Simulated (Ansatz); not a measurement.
Relaxation of BFH5NO (9 atoms, charge 0, multiplicity 1), to a largest force component of 0.03 eV/Å in at most 50 steps.

These are results of Ansatz, RKS PBE-D4/6-31G*, not measurements.

```xyz
9
Properties=species:S:1:pos:R:3
B -0.003 -0.408 0.112
O -0.244 -0.552 1.474
H -1.204 -0.680 1.616
H 1.137 -0.328 -0.264
F -1.015 -0.502 -0.764
N 0.100 2.255 0.766
H 1.045 2.652 0.760
H -0.547 3.031 0.933
H 0.058 1.636 1.603
```

**Question.** Where does it end, and by what steps?

**Answer.** The forces met the threshold. After 13 steps the energy has fallen by 0.364 eV; H8 moved furthest, 0.90 Å. Joined: B1–N6 (2.74 → 1.76 Å).

```tsv
step	energy less start (eV)	largest force component (eV/Å)	accepted
0	0.0000	0.590	yes
1	-0.0242	0.916	yes
2	-0.0757	0.879	yes
3	-0.1523	1.026	yes
4	-0.2556	0.878	yes
5	-0.2937	1.148	yes
6	-0.3278	0.213	yes
7	-0.3380	0.134	yes
8	-0.3405	0.359	yes
9	-0.3422	0.393	yes
10	-0.3597	0.109	yes
11	-0.3619	0.151	yes
12	-0.3638	0.074	yes
13	-0.3645	0.018	yes
```

```xyz
9
Properties=species:S:1:pos:R:3
B 0.075 0.108 0.357
O -0.447 -0.569 1.494
H -1.403 -0.704 1.349
H 1.253 -0.126 0.125
F -0.773 0.170 -0.753
N 0.146 1.796 0.834
H 0.618 2.381 0.131
H -0.800 2.173 0.979
H 0.657 1.875 1.721
```

Whether the end is a true minimum wasn't checked by a vibrational analysis.

Time of the run: 32 s on 1 thread of Arm Neoverse V2, with other jobs on the host, peak memory 0.15 GiB.
